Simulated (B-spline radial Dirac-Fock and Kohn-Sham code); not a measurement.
# Two-hole binding energies of Re⁵⁰⁺

System: Re⁵⁰⁺, configuration [Ar] 3d7.

The run's input, task.json:

```json
{"items": [{
  "Z": 75,
  "q": 50,
  "cfg": [[1, 0, 2], [2, 0, 2], [2, 1, 6], [3, 0, 2], [3, 1, 6], [3, 2, 7]],
  "A": 187,
  "rrms": 5.3698,
  "do": ["binding", "quiet", "double"]
}]}
```

Command: `python xray_run.py task.json out`

Calculated with a radial atomic solver, using Dirac-Fock ΔSCF + Breit + QED. U is the two-hole binding energy less the two single-hole energies, the effective repulsion of the holes after relaxation. Each two-hole energy is an average over J within one jj subconfiguration.

```
          holes  E(a) (eV)  E(b) (eV)  E(ab) (eV)  U (eV)
           1s⁻²    74690.6    74690.6    150886.0  1504.8
   1s⁻¹ 2p3/2⁻¹    74690.6    13478.4     88591.4   422.4
   1s⁻¹ 3p1/2⁻¹    74690.6     5376.7           ?       ?
           2s⁻²    15471.0    15471.0     31242.3   300.2
   2s⁻¹ 2p1/2⁻¹    15471.0    14914.5     30676.4   290.9
        2p1/2⁻²    14914.5    14914.5     30198.4   369.5
2p1/2⁻¹ 2p3/2⁻¹    14914.5    13478.4     28716.2   323.4
        2p3/2⁻²    13478.4    13478.4     27269.7   313.0
   2p1/2⁻¹ 3s⁻¹    14914.5     5614.3     20686.3   157.5
   2s⁻¹ 3p3/2⁻¹    15471.0     5034.2     20658.8   153.5
   2p3/2⁻¹ 3s⁻¹    13478.4     5614.3     19247.5   154.8
2p3/2⁻¹ 3p1/2⁻¹    13478.4     5376.7     19020.2   165.2
        3p1/2⁻²     5376.7     5376.7     10885.1   131.6
        3p3/2⁻²     5034.2     5034.2     10187.3   118.9
```

**Question.** Give the missing two-hole energy and U.

**Answer.** E(ab) = 80264.8 eV and U = 197.5 eV.
